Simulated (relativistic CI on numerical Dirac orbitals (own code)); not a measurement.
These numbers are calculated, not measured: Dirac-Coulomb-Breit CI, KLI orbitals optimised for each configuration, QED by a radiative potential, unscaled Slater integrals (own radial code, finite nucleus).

Configurations in the expansion (outside the closed core [Ne]): 3s2 3p6 3d10, 3s2 3p6 3d9 4s, 3s2 3p6 3d9 4p, 3s2 3p6 3d9 4d, 3s2 3p5 3d10 4s, 3s2 3p6 3d9 4f, 3s2 3p5 3d10 4p, 3s2 3p6 3d8 4s2, 3s2 3p5 3d10 4d, 3s2 3p6 3d8 4s 4p, 3s 3p6 3d10 4s, 3s2 3p6 3d9 5s, 3s2 3p6 3d8 4p2, 3s2 3p5 3d10 4f, 3s2 3p6 3d8 4s 4d, 3s2 3p6 3d9 5p, 3s 3p6 3d10 4p, 3s2 3p6 3d9 5d, 3s2 3p5 3d9 4s2, 3s2 3p6 3d8 4p 4d, 3s2 3p6 3d9 5f, 3s2 3p6 3d9 5g, 3s2 3p5 3d9 4s 4p, 3s 3p6 3d10 4d, 3s2 3p6 3d8 4d2, 3s2 3p5 3d9 4p2, 3s2 3p5 3d9 4s 4d, 3s 3p6 3d10 4f, 3s 3p6 3d9 4s2, 3s2 3p6 3d9 6s, 3s2 3p5 3d10 5s, 3s2 3p6 3d9 6p, 3s2 3p4 3d10 4s2, 3s2 3p5 3d9 4p 4d, 3s2 3p5 3d10 5p, 3s2 3p6 3d9 6d. Levels of other configurations are missing.

At this charge energies of transitions that change n are usually good to better than 1 %, and those within a shell (Δn = 0) to a few per cent.

Outline of the computed level scheme of Hf XLV. Lowest level of each configuration: 3s2 3p6 3d10 1S_0 at 0.00 eV; 3s2 3p6 3d9 4s 3D_3 at 1449.55 eV; 3s2 3p6 3d9 4p 3P°_2 at 1541.33 eV; 3s2 3p6 3d9 4d 3S_1 at 1767.60 eV; 3s2 3p5 3d10 4s 3P°_2 at 1879.58 eV; 3s2 3p6 3d9 4f 3P°_0 at 1933.66 eV.

Some strong electric-dipole decays among the lowest 45 levels: 3s2 3p5 3d10 4s 1P°_1 → 3s2 3p6 3d10 1S_0 (1.9e+13 s⁻¹); 3s2 3p6 3d9 4p 1P°_1 → 3s2 3p6 3d10 1S_0 (1.1e+13 s⁻¹); 3s2 3p6 3d9 4p 3D°_1 → 3s2 3p6 3d10 1S_0 (5.5e+12 s⁻¹); 3s2 3p5 3d10 4s 1P°_1 → 3s2 3p6 3d9 4s 1D_2 (1.8e+12 s⁻¹); 3s2 3p5 3d10 4s 3P°_2 → 3s2 3p6 3d9 4s 3D_3 (1.7e+12 s⁻¹); 3s2 3p6 3d9 4p 3P°_1 → 3s2 3p6 3d10 1S_0 (1.2e+12 s⁻¹); 3s2 3p6 3d9 4d 3G_3 → 3s2 3p6 3d9 4p 3F°_2 (6.7e+11 s⁻¹); 3s2 3p6 3d9 4d 3G_4 → 3s2 3p6 3d9 4p 3F°_3 (6.7e+11 s⁻¹).

LS names give the leading component of a level, which can be under half, so a name can repeat, a term be missing and a line seem to break the LS rules.
